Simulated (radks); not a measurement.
Task: The mean radii <r> (bohr) of the occupied orbitals of an atom or ion are listed with their occupations. Calculated with a radial shooting solver on a logarithmic mesh with Libxc functionals: Dirac Kohn-Sham, LDA (Slater exchange, Perdew-Wang correlation), spin-unpolarised, spherical densities, point nucleus.

orbital     occ.      <r>
1s1/2          2  0.08594
2s1/2          2   0.4151
2p1/2          2   0.3752
2p3/2          4   0.3776
3s1/2          2    1.330
3p1/2    1.33333    1.462
3p3/2    2.66667    1.469

Name the element and its charge. Open shells, if any, are shared by 2j + 1.

Result: Z = 18, argon, charge +2: Ar2+ in [Ne] 3s2 3p4. The 1s radius gives Z: for a bare nucleus <r> = (2 gamma + 1)/(2Z) with gamma = sqrt(1 - (Z/c)^2), 0.08285 bohr for Z = 18, and screening makes it slightly larger (0.08594 here). The occupations add up to 16, and the charge is Z minus that.
